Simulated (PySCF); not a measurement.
# Correlation energy of Ba (barium, neutral)

[Xe] 6s1 6p1, high-spin 3P determinant (an excited configuration). Calculation: PySCF 2.14, in x2c-TZVPPall with one added diffuse shell each of s, p, d type (12s8p7d2f1g, 94 functions); the spin-free X2C one-electron Hamiltonian (Gaussian nucleus). Frozen: [Xe]; 2 electrons correlated.

With two correlated electrons CCSD is exact within the correlated space (frozen core and kept virtual orbitals).

```tsv
level	correlation energy (mhartree)
CCSD	-3.48
```

Diagnostics: T1 = 0.020, D1 = 0.0382, largest double amplitude 0.091.

Q: Is a single reference adequate?

A: Mostly. T1 lies below 0.03, but a double amplitude of this size points to a near-degeneracy that CCSD handles and MP2 describes poorly.
